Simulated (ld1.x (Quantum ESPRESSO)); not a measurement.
**Scattering properties, PAW potential for hafnium (Hf)**

ld1.x (Quantum ESPRESSO) 7.5 input, shortened:

```
&input
   title='Hf', zed=72., rel=1, dft='PBE', iswitch=3,
   config='[Xe] 4f14 5d2 6s2 6p0'
 /
 &inputp
   pseudotype=3, lpaw=.true., tm=.true., lloc=-1, rcloc=1.95,
   nlcc=.true., new_core_ps=.true., rcore=0.80,
   which_augfun='PSQ', rmatch_augfun_nc=.true.
 /
6
5S  1  0   2.00   0.00  1.60  1.80  0.0
6S  2  0   2.00   0.00  1.60  1.80  0.0
5P  2  1   6.00   0.00  1.85  2.40  0.0
6P  3  1   0.00   0.00  1.85  2.40  0.0
5D  3  2   2.00   0.00  1.50  2.05  0.0
5D  3  2   0.00   2.80  1.50  2.05  0.0
 &test
   configts(1)='5s2 5p6 5d2 6s2 6p0'
 /
```

The phase is arctan(r·u′/u) with u = r·R(r), unwrapped; energies in Ry, scanned from -7 to 5 Ry. A pole is an energy at which the radial function vanishes at the test radius. The pseudo phase is shifted by a multiple of π to meet the all-electron one at the reference energy, and phase errors are pseudo minus all-electron; the curves can meet again beyond the range given. Levels narrower than the energy grid can be missing from the lists of poles.

```csv
channel,radius (bohr),reference energy (Ry),"poles, all-electron","poles, pseudo",unbroken range about the reference energy with phases within 0.05 rad,phase error 1 Ry above the reference energy (rad)
s,2.60,-0.38,"-4.88, 2.87","-4.88, 2.90",the whole range,+0.001
p,2.60,-0.10,"-2.46, 4.62","-2.44, -1.68, 3.39",-1.4 to 0.6,-0.185
d,2.60,-0.20,0.69,"-0.70, 0.64",-0.4 to 3.4,-0.013
```

The ghost test of this file was not conclusive. Its overlap operator is not positive definite in a basis up to 400 Ry (lowest eigenvalue p -0.87, d -5.43), so the file is unfit for use: the generalised eigenproblem breaks down once the basis is large enough, and its test numbers describe a broken file.

Phases in the d channel:

```csv
E (Ry),all-electron,pseudo
-7.00,1.423,4.566
-6.48,1.417,4.560
-5.96,1.410,4.553
-5.44,1.402,4.546
-4.92,1.393,4.537
-4.40,1.381,4.527
-3.88,1.368,4.514
-3.36,1.351,4.498
-2.84,1.328,4.478
-2.32,1.295,4.449
-1.80,1.244,4.407
-1.28,1.147,4.334
-0.76,0.872,4.562
-0.24,-0.541,-0.542
0.28,-1.405,-1.419
0.80,-1.600,-1.613
1.32,-1.702,-1.713
1.84,-1.793,-1.800
2.36,-1.911,-1.914
2.88,-2.132,-2.132
3.40,-2.730,-2.776
3.92,-3.808,-3.937
4.44,-4.285,-4.381
4.96,-4.465,-4.546
```
